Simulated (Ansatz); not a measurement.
`[F][Ti]([SH])([SH])[SH]`. The species carries charge 0 and has multiplicity 1. Correlated methods include outer-core shells of Ti, which these sets cover unevenly. Scalar relativity is left out up to krypton.

```xyz
8

F     1.1477    1.2969    1.7768
Ti    0.3431    0.3876    0.5313
S    -1.6305    1.3918   -0.0098
S    -0.0749   -1.7294    1.2658
S     1.6602    0.2846   -1.3265
H    -2.2350    0.1977   -0.1560
H     0.2005   -2.2397    0.0507
H     0.5889    0.4104   -2.1322
```

**Question.** Give the diagnostics of a CCSD(T)/def2-TZVPP run (frozen core, Ansatz). (An estimate is asked.)

**Answer.** Ansatz gave: T1 = 0.0276, largest single amplitude 0.053, largest double 0.024, (T) share of the correlation energy 5.6 %, 15 CCSD cycles. The RHF solution is stable towards an unrestricted one. T1 lies over the customary mark of 0.02 for closed shells; compounds of d metals often pass it without a breakdown.
